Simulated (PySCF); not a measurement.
Correlation energy of Au³⁺ (gold, charge +3)

[Xe] 4f14 5d8, high-spin 3F determinant. Computed with PySCF 2.14 in x2c-TZVPPall with one added diffuse shell each of s, p, d, f type (12s8p8d4f1g, 113 functions), with the spin-free X2C one-electron Hamiltonian (Gaussian nucleus). Frozen: [Kr] 4d10 4f14; 16 electrons correlated.

MP2 pair energies summed by pair of shells (mhartree):

```csv
pair,energy,share (%)
5d-5d,-181.64,45.4
5p-5d,-137.84,34.4
5p-5p,-37.74,9.4
5s-5d,-22.27,5.6
5s-5p,-17.93,4.5
5s-5s,-2.95,0.7
```

Total MP2 correlation energy: -400.37 mhartree.

Same-spin part -127.70 and opposite-spin part -272.66 mhartree; SCS-MP2 scales them by 1/3 and 6/5 to -369.76 mhartree.

This basis was not built for core-valence correlation, so the inner-shell part is incomplete.
